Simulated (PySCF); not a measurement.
PySCF was given this input:
```python
from pyscf import gto, scf, mcscf
import numpy

mol = gto.Mole()
mol.atom = '''
    B    -0.943374    1.052041   -0.246274
    O    -1.342110   -0.246158   -0.054484
    B    -0.548981   -1.261733    0.174822
    O     0.865599   -0.965307    0.225971
    B     1.330822    0.389832    0.029283
    O     0.406198    1.289877   -0.189842
    H    -1.708202    1.904969   -0.445938
    H    -0.899571   -2.361563    0.336389
    H     2.393567   -2.669281    0.624857
    H     2.475691    0.603890    0.075069
'''
mol.basis = '6-31g'
mol.charge = 1
mol.spin = 0
mol.verbose = 3
mol.build()

mf = scf.RHF(mol)
mf.kernel()
mc = mcscf.CASSCF(mf, 5, 6)
mc.kernel()
occ = numpy.linalg.eigvalsh(mc.fcisolver.make_rdm1(mc.ci, mc.ncas, mc.nelecas))[::-1]
ss = mc.fcisolver.spin_square(mc.ci, mc.ncas, mc.nelecas)[0]
print('natural occupations', occ.round(4), ' <S^2>', round(ss, 4))
```

Question: What is the computed natural occupations of the active orbitals (CASSCF(6,5)/6-31G run with PySCF)?

Answer: 2.00, 1.98, 1.70, 0.30, 0.02

Question: What number of basis functions does CASSCF(6,5)/6-31G give?

Answer: 62

Question: Predict the SCF-reference HOMO-LUMO gap from CASSCF(6,5)/6-31G.

Answer: 7.31 eV

Question: What SCF-reference Mulliken (on the basis functions themselves) charges in atom order does CASSCF(6,5)/6-31G give?

Answer: B1 0.85, O2 -0.75, B3 0.84, O4 -0.89, B5 0.84, O6 -0.75, H7 0.03, H8 0.01, H9 0.78, H10 0.01

Question: Give the total energy at the level CASSCF(6,5)/6-31G.

Answer: -300.6677 Eh
